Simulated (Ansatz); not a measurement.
Ideal-gas functions of CH$_{3}$ClO$_{2}$Si, SMILES `O[Si@@H]1O[C@@H]1Cl` at 298.15 K and 1 bar, from an Ansatz frequency run at PBE0-D4/def2-TZVP.

Molar mass 110.57 g/mol, point group C1 (symmetry number 1), electronic degeneracy 1, moments of inertia 83.766, 223.394, 277.04 u Å². Harmonic wavenumbers (cm⁻¹, unscaled): 115, 232, 336, 380, 403, 571, 685, 721, 804, 817, 886, 948, 1083, 1118, 1263, 2324, 3173, 3881.

Use S(trans) = R[1.5 ln M + 2.5 ln T − 1.1517]; rotational temperatures θ = 24.2544 K / I; S(rot) = R[ln(√π/σ · √(T³/θAθBθC)) + 1.5]; for each mode x = 1.438777 ν̃/T, S = R[x/(eˣ − 1) − ln(1 − e⁻ˣ)] and H = RT x/(eˣ − 1); 1 cm⁻¹ = 0.0119627 kJ/mol; R = 8.31446 J/(mol·K).

By hand: the entropy, in J/(mol·K).

Translation 167.5. Rotation: θ = 0.2895, 0.1086, 0.0875 K, giving 112.8. Vibration, mode by mode: 13.32, 7.80, 5.15, 4.35, 3.98, 2.10, 1.36, 1.18, 0.85, 0.81, 0.62, 0.48, 0.28, 0.24, 0.13, 0.00, 0.00, 0.00, in all 42.7. Electronic 0.0. Sum 323.0 J/(mol·K).

By hand: H − E and G − E in kJ/mol, counted from the electronic energy.

Zero-point energy ½ × 19740 × 0.0119627 = 118.1; thermal vibration 7.7; translation, rotation and pV give 4 RT = 9.9. H − E = 135.7 kJ/mol, and G − E = 135.7 − 298.15 × 323.0/1000 = 39.4 kJ/mol.

Vibration gives 13 % of the entropy, 13.3 J/(mol·K) of it from the mode under 150 cm⁻¹: soft modes count most, and the harmonic formula is weakest for them. The sum counts one conformer and one mirror image; others add a mixing term.
